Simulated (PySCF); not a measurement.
Vertical excitations of a molecule CH8O3Si2 from TDA-ωB97X/def2-SVPD in PySCF, as energy in eV (oscillator strength): 7.13 (0.007), 7.75 (0.016), 7.85 (0.016), 8.07 (0.006), 8.38 (0.009), 8.48 (0.029). Lowest triplet (TDA): 6.74 eV. Geometry: r2SCAN-D4/def2-SVP. Other conformers were not sampled.

Question: Which structure fits?
(A) O[SiH2]C(O)[SiH2]O
(B) CO[Si@@H](O)O[SiH3]
(C) C[Si@H](O)O[SiH2]O
(D) O[C@H]([SiH3])[SiH](O)O

Answer: D, O[C@H]([SiH3])[SiH](O)O
